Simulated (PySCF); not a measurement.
Ge(H)2 cation (GeH2), SMILES [GeH2] (connectivity only; charge and spin as stated), charge +1, multiplicity 2.

The structure is a stationary point at ωB97X-D3(BJ)/def2-TZVPD. The spin state was assumed, not searched. The isomer is the one that the SMILES or the coordinates give; other isomers of the formula were not compared.

Computed with TDA-PBE0/def2-TZVPD run with PySCF.

Vertical excitations. 

Task: List the lowest excited states. (An estimate is asked for; the answer gives what the named calculation found.)

Result: 
```csv
state,energy (eV),λ (nm),f,main pairs
root 1,2.09,593,0.005,α HOMO→LUMO 99 %
root 2,4.43,280,0.012,β HOMO→LUMO 97 %
root 3,4.84,256,0.000,"α HOMO−1→LUMO 39 %, β HOMO→LUMO+1 61 %"
root 4,5.55,223,0.000,"α HOMO−1→LUMO 61 %, β HOMO→LUMO+1 39 %"
root 5,6.63,187,0.011,α HOMO→LUMO+1 97 %
root 6,7.82,159,0.093,"α HOMO→LUMO+2 84 %, β HOMO→LUMO+2 14 %"
root 7,8.72,142,0.015,"α HOMO−1→LUMO+1 47 %, α HOMO→LUMO+2 8 %, β HOMO→LUMO+2 42 %"
root 8,8.99,138,0.009,"α HOMO−1→LUMO+2 14 %, α HOMO→LUMO+5 10 %, β HOMO−1→LUMO 67 %"
root 9,9.01,138,0.000,"α HOMO−2→LUMO 34 %, α HOMO→LUMO+6 6 %, β HOMO−1→LUMO+1 56 %"
root 10,9.16,135,0.164,α HOMO→LUMO+3 96 %
```
Unrestricted roots are not spin-pure.
